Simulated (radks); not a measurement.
Charge is removed step by step from the 4p3/2 level of neutral selenium, starting from [Ar] 3d10 4s2 4p(1/2: 2, 3/2: 2). All-electron calculation, Dirac Kohn-Sham, PBE, spin-unpolarised, spherical densities, finite nucleus; Fermi nuclear charge, rms radius 4.14 fm. Program: a radial shooting solver on a logarithmic mesh with Libxc functionals. At the starting occupation the eigenvalue is -6.346 eV. Estimate the energy to remove one whole electron from this level, the eigenvalue at the end, and how far E(n) bends from a straight line.

Answer. Delta-SCF 10.657 eV; final eigenvalue -15.192 eV; the deviation from the straight line is -1.107 eV at 0.5 electron removed, the largest on the grid computed. Slater's transition state (half an electron removed) gives 10.601 eV. Integrating minus the eigenvalue over the occupation (Janak's theorem) gives 10.657 eV. The mean slope of the eigenvalue, de/dn, is 8.85 eV per electron. Ionisation energy of Se in the NIST Atomic Spectra Database: 9.752 eV (measured).

Beside tabulated values, note that spin-unpolarised runs miss the spin-polarisation part of the exchange energy of open shells.
